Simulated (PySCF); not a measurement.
# Electron correlation in Ga¹⁷⁺ (gallium, charge +17)

[Ne] 3s2 3p2, high-spin 3P determinant. Calculation: PySCF 2.14, in an even-tempered Gaussian basis (18 s from 1.4 bohr⁻², ratio 2.5; 12 p from 1.8 bohr⁻², ratio 2.5; 5 d from 8.7 bohr⁻², ratio 2.7; 4 f from 13 bohr⁻², ratio 2.7); scalar relativity by spin-free X2C-1e. Frozen: 1s2; 12 electrons correlated; the 22 highest virtual orbitals of each spin left out.

```csv
level,correlation energy (mhartree)
CCSD,-475.67
(T),-2.17
CCSD(T),-477.84
```

Diagnostics: T1 = 0.0017, D1 = 0.0072, largest double amplitude 0.080.

Spin-orbit coupling is strong in this species (close to jj coupling), so the high-spin LS determinant is a model state, not a physical level.

Cost of the coupled-cluster step: about 30 core-seconds, for 12 correlated electrons.

Iterations:

```
CC2 = 0
CCSD nocc = (np.int64(7), np.int64(5)), nmo = (84, 84)
frozen orbitals [[0, 85, 86, 87, 88, 89, 90, 91, 92, 93, 94, 95, 96, 97, 98, 99, 100, 101, 102, 103, 104, 105, 106], [0, 85, 86, 87, 88, 89, 90, 91, 92, 93, 94, 95, 96, 97, 98, 99, 100, 101, 102, 103, 104, 105, 106]]
max_cycle = 100
direct = 0
conv_tol = 1e-08
conv_tol_normt = 1e-06
diis_space = 8
diis_start_cycle = 0
Init t2, MP2 energy = -0.453482126457626
Init E_corr(UCCSD) = -0.453482126457913
cycle = 1  E_corr(UCCSD) = -0.469105087602039  dE = -0.0156229611  norm(t1,t2) = 0.0229958
cycle = 2  E_corr(UCCSD) = -0.473585881247522  dE = -0.00448079365  norm(t1,t2) = 0.00782069
cycle = 3  E_corr(UCCSD) = -0.47570459539427  dE = -0.00211871415  norm(t1,t2) = 0.00287311
cycle = 4  E_corr(UCCSD) = -0.475673558792949  dE = 3.10366013e-05  norm(t1,t2) = 0.000234172
cycle = 5  E_corr(UCCSD) = -0.475674771016543  dE = -1.21222359e-06  norm(t1,t2) = 1.45015e-05
cycle = 6  E_corr(UCCSD) = -0.475674684473438  dE = 8.65431057e-08  norm(t1,t2) = 1.4235e-06
cycle = 7  E_corr(UCCSD) = -0.475674650001809  dE = 3.44716287e-08  norm(t1,t2) = 1.90262e-07
cycle = 8  E_corr(UCCSD) = -0.475674652581037  dE = -2.57922744e-09  norm(t1,t2) = 2.81876e-08
UCCSD converged
E(UCCSD) = -1790.240855652394  E_corr = -0.4756746525810365
UCCSD(T) correction = -0.00217472324076246
```

At this charge the one-electron X2C treatment keeps the bare 1/r₁₂, with no two-electron picture change or Breit term. The effect here is smaller than on the frozen 1s shell; and a scalar Hamiltonian misses the large spin-orbit splitting of the p shells, which matters for ns² → np² pairs.

Spin-orbit coupling is strong in this species, so the high-spin LS determinant is a model state.
